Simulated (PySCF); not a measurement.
PySCF job for Cl2Cu, SMILES [Cl][Cu+][Cl] (connectivity only; charge and spin as stated), charge +1, multiplicity 3, B3LYP-D3(BJ)/def2-TZVP. Coordinates come from a B3LYP-D3(BJ)/def2-TZVP optimisation. The multiplicity is an assumed one; other spin states were not compared.

```python
import numpy as np
from pyscf import gto, scf, dft, df
from pyscf.hessian import thermo

mol = gto.M(
    atom='''
    Cu    0.00000000    0.00000000    0.00000000
    Cl    0.00000000    0.00000000   -2.08445642
    Cl    0.00000000    0.00000000    2.08445642
    ''',
    basis='def2-TZVP',
    charge=1,
    spin=2,
    max_memory=1600,
    verbose=3,
)
mf = dft.UKS(mol, xc='b3lyp').density_fit(auxbasis='def2-universal-jkfit')
mf.disp = 'd3bj'
mf.grids.level = 3
mf.conv_tol = 1e-11
mf.max_cycle = 100
mf.kernel()
fine, coarse = mf.grids, dft.Grids(mol).set(level=1).build(with_non0tab=True)
for _ in range(3):  # follow internal instabilities
    mf.grids = coarse
    mo, _, stable, _ = mf.stability(return_status=True, nroots=4)
    mf.grids = fine
    if stable:
        break
    mf.kernel(mf.make_rdm1(mo, mf.mo_occ))

# [left out here: the lines that compute and print the analytic Hessian (its translational invariance restored by hand, since the grid's response is missing), thermochemistry and intensities]
```

Program output:

```

WARN: HOMO -0.0961116186904286 >= LUMO -0.0961120533701949

converged SCF energy = -2560.69379463251  <S^2> = 2.0107718  2S+1 = 3.0071726
<class 'pyscf.df.df_jk.DFUKS'> wavefunction has an internal instability
converged SCF energy = -2560.69547123429  <S^2> = 2.0100226  2S+1 = 3.0066743
<class 'pyscf.df.df_jk.DFUKS'> wavefunction is stable in the internal stability analysis

WARN: DFTD3 does not support analytical Hessian, using finite difference


WARN: Mole.unit (angstrom) is changed to Bohr

Mode                                 0                   1                   2
Irrep
Freq [cm^-1]                       64.3137             64.3142            274.6509
Reduced mass [au]                  46.2287             46.2287             35.4500
Force const [Dyne/A]                0.1127              0.1127              1.5755
Char temp [K]                      92.5330             92.5338            395.1616
Normal mode                   x     y     z       x     y     z       x     y     z
       0  Cu                 0.08 -0.05 -0.00    0.05  0.08 -0.00   -0.00  0.00 -0.00
       1  Cl                -0.07  0.05 -0.00   -0.05 -0.07  0.00    0.00 -0.00 -0.12
       2  Cl                -0.07  0.05  0.00   -0.05 -0.07 -0.00    0.00 -0.00  0.12
Mode                                 3
Irrep
Freq [cm^-1]                      417.0407
Reduced mass [au]                  46.2287
Force const [Dyne/A]                4.7372
Char temp [K]                     600.0287
Normal mode                   x     y     z
       0  Cu                 0.00  0.00  0.09
       1  Cl                -0.00 -0.00 -0.08
       2  Cl                -0.00 -0.00 -0.08
temperature 298.1500 [K]
pressure 101325.00 [Pa]
Rotational constants [GHz] inf 1.64053 1.64053
Symmetry number 2
Zero-point energy (ZPE) 0.00187 [Eh]   4906.600 [J/mol]
                           tot       elec      trans        rot        vib
Entropy [J/mol/K]       296.544      9.134    169.872     71.057     46.481
Cv [J/mol/K]             50.476      0.000     12.472      8.314     29.690
Cp [J/mol/K]             58.791      0.000     20.786      8.314     29.690
Internal energy [J/mol]                      3718.434   2478.956  11093.395
Internal energy [Eh]   -2560.68889  -2560.69547
Enthalpy [J/mol]                             6197.391   2478.956  11093.395
Enthalpy [Eh]          -2560.68794
Gibbs free energy [J/mol]                  -44449.828 -18706.549  -2765.034
Gibbs free energy [Eh] -2560.72162
mode   freq/cm-1   IR/(km/mol)
   1       64.31         1.421
   2       64.31         1.421
   3      274.65         0.000
   4      417.04         9.027
max |gradient| / (hartree/bohr): 4.348155317666382e-06
APT charges: [0.4343 0.2829 0.2828]
```

The run converged.

Cost: roughly 3 core-minutes.
